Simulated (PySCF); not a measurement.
Two-component Hartree-Fock for Ta(64+) (tantalum, charge +64)

Start: [He] 2s2 2p5; 2p1/2 filled at m_j = +1/2; 2p3/2 filled at m_j = -3/2, -1/2, +1/2, +3/2. Calculated with PySCF 2.14 in an uncontracted even-tempered set (17 s from 48 bohr⁻², ratio 2.4; 13 p from 62 bohr⁻², ratio 2.4; 5 d from 220 bohr⁻², ratio 2.6; 4 f from 320 bohr⁻², ratio 2.6): generalised Hartree-Fock with the X2C-1e Hamiltonian and a Gaussian nucleus; one run each with spin-orbit coupling (SO) screened by Boettger's factors, then bare. This is a chosen level, not necessarily the ground level.

```tsv
spinor shell	electrons	ε, screened SO (eV)	ε, bare SO (eV)	weight of nominal j (bare SO)	rms radius, bare SO (bohr)
1s1/2	2	-73783.2	-73783.5	1.000	0.0211
2s1/2	2	-17253.2	-17253.3	1.000	0.0834
2p1/2	1	-16858.4	-16890.6	1.000	0.0704
2p3/2	4	-15501.2	-15491.3	1.000	0.0775
```

```tsv
quantity	screened SO	bare SO
E (hartree)	-10133.75176	-10133.45324
M_J	1/2	1/2
⟨J²⟩	0.750	0.750
⟨L²⟩	2.016	2.017
⟨S²⟩	0.766	0.767
```

Each row is a mean over spinors that exchange with the open shell spreads, by up to 20.974 eV (2p3/2).

Breit and QED terms are absent; they matter most for the inner s and p1/2 levels.

Densities and radii are taken from the X2C orbitals without a picture-change correction, which distorts them close to the nucleus.
